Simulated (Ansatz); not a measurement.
Cartesian coordinates in Å:
```
Cl 0.818 0.830 1.796
C -0.113 -0.101 0.719
C -0.023 -0.031 -0.605
Cl -1.016 -1.022 -1.585
Br 1.147 1.106 -1.509
H -0.813 -0.782 1.184
```

Total charge 0; spin multiplicity 1.

Q: List the PBE0/def2-TZVPP orbital energies in eV (the Gaussian-basis code of Ansatz). (Best estimate.)

A: Ansatz gave: Occupied: -13150.86, -2768.39, -2768.23, -1705.75, -1536.33, -1536.23, -1536.22, -281.68, -280.47, -260.20, -260.03, -239.58, -198.55, -198.38, -198.31, -198.30, -198.15, -198.13, -180.03, -179.71, -179.69, -73.52, -73.42, -73.41, -73.15, -73.15, -26.01, -24.73, -22.74, -20.62, -16.13, -14.37, -13.61, -12.05, -11.76, -10.37, -9.80, -9.51, -9.17, -8.60, -7.30. Lowest empty: -0.87, -0.52, 0.15, 1.44, 2.89, 3.52, 4.19, 5.28.
